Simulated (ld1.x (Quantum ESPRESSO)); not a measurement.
Ge (Z = 32), PAW: configuration errors across variants

ld1.x (Quantum ESPRESSO) 7.5 input, shortened:

```
&input
   title='Ge', zed=32., rel=1, dft='PBE', iswitch=3,
   config='[Ar] 3d10 4s1.75 4p2.25'
 /
 &inputp
   pseudotype=3, lpaw=.true., tm=.true., lloc=-1, rcloc=0.75,
   nlcc=.true., rcore=0.85,
   which_augfun='GAUSS', rmatch_augfun=0.70
 /
6
3S  1  0   2.00   0.00  0.85  0.95  0.0
4S  2  0   1.75   0.00  0.85  0.95  0.0
3P  2  1   6.00   0.00  0.95  1.10  0.0
4P  3  1   2.25   0.00  0.95  1.10  0.0
3D  3  2  10.00   0.00  1.20  1.35  0.0
3D  3  2   0.00  -1.45  1.20  1.35  0.0
 &test
   configts(1)='3s2 3p6 3d10 4s1.75 4p2.25'
 /
```

All-electron excitation energies from the reference (eV): (1) 3s2 3p6 3d10 4s2 4p2 -1.968; (2) 3s2 3p6 3d10 4s2 4p1 5.476; (3) 3s2 3p6 3d10 4s2 4p0 20.915; (4) 3s2 3p6 3d10 4s1 4p3 6.005; (5) 3s2 3p6 3d9 4s2 4p2 36.718; (6) 3s2 3p6 3d10 4s2 4p1.5 0.834; (7) 3s2 3p6 3d10 4s2 4p2.3 -2.851.

The overlap operator is not positive definite (basis up to 400 Ry) in “base”, “all radii but the core radius scaled by about 0.86 (s 0.82, p 0.94, d 1.16 bohr, rcut 0.74/0.82/1.04); local potential all-electron potential smoothed inside 0.64 bohr (lloc = -1); augmentation GAUSS, radius 0.60 bohr”, “all radii but the core radius scaled by about 0.94 (s 0.90, p 1.04, d 1.26 bohr, rcut 0.80/0.90/1.12); local potential all-electron potential smoothed inside 0.70 bohr (lloc = -1); augmentation GAUSS, radius 0.66 bohr”, “all radii but the core radius scaled by about 1.11 (s 1.06, p 1.22, d 1.50 bohr, rcut 0.94/1.06/1.34); local potential all-electron potential smoothed inside 0.84 bohr (lloc = -1); augmentation GAUSS, radius 0.78 bohr”, “all radii but the core radius scaled by about 1.29 (s 1.22, p 1.42, d 1.74 bohr, rcut 1.10/1.22/1.54); local potential all-electron potential smoothed inside 0.96 bohr (lloc = -1); augmentation GAUSS, radius 0.90 bohr”. Such files are unfit for use, however small their errors in these radial tests.

Tests that are not counted but printed errors over 1 eV. “all radii but the core radius scaled by about 1.20 (s 1.14, p 1.32, d 1.62 bohr, rcut 1.02/1.14/1.44); local potential all-electron potential smoothed inside 0.90 bohr (lloc = -1); augmentation GAUSS, radius 0.84 bohr”: 3s2 3p6 3d9 4s2 4p2 (solver errors, printed error -6892 eV).

1 further variants failed, have other tests or too few solved ones, and are left out.

Errors AE − PS in meV (a dash: test not solved or not reliable):

| change | (1) | (2) | (3) | (4) | (5) | (6) | (7) | bound ghosts |
| --- | --- | --- | --- | --- | --- | --- | --- | --- |
| base | +0.1 | -0.1 | +0.1 | 0.0 | +21 | 0.0 | +0.1 | not determined (overlap not positive) |
| all radii but the core radius scaled by about 0.86 (s 0.82, p 0.94, d 1.16 bohr, rcut 0.74/0.82/1.04); local potential all-electron potential smoothed inside 0.64 bohr (lloc = -1); augmentation GAUSS, radius 0.60 bohr | +0.1 | -0.5 | -1.9 | -0.2 | -0.1 | -0.1 | +0.1 | not determined (overlap not positive) |
| all radii but the core radius scaled by about 0.94 (s 0.90, p 1.04, d 1.26 bohr, rcut 0.80/0.90/1.12); local potential all-electron potential smoothed inside 0.70 bohr (lloc = -1); augmentation GAUSS, radius 0.66 bohr | +0.3 | -0.2 | -0.8 | -0.3 | +38 | +0.1 | +0.4 | not determined (overlap not positive) |
| all radii but the core radius scaled by about 1.11 (s 1.06, p 1.22, d 1.50 bohr, rcut 0.94/1.06/1.34); local potential all-electron potential smoothed inside 0.84 bohr (lloc = -1); augmentation GAUSS, radius 0.78 bohr | +0.2 | -3.2 | -13 | +0.6 | +529 | -1.3 | +0.7 | not determined (overlap not positive) |
| all radii but the core radius scaled by about 1.20 (s 1.14, p 1.32, d 1.62 bohr, rcut 1.02/1.14/1.44); local potential all-electron potential smoothed inside 0.90 bohr (lloc = -1); augmentation GAUSS, radius 0.84 bohr | +0.2 | -0.5 | -1.8 | 0.0 | – | -0.1 | +0.2 | none |
| all radii but the core radius scaled by about 1.29 (s 1.22, p 1.42, d 1.74 bohr, rcut 1.10/1.22/1.54); local potential all-electron potential smoothed inside 0.96 bohr (lloc = -1); augmentation GAUSS, radius 0.90 bohr | +0.1 | -0.4 | -0.9 | +0.1 | – | – | – | not determined (overlap not positive) |

Task: Give the same row for: all radii but the core radius scaled by about 0.78 (s 0.74, p 0.86, d 1.06 bohr, rcut 0.66/0.74/0.94); local potential all-electron potential smoothed inside 0.58 bohr (lloc = -1); augmentation GAUSS, radius 0.54 bohr.

Result: +0.2, -0.5, -2.0, -0.2, -1.8, -0.1, 0.0; bound ghosts: none.
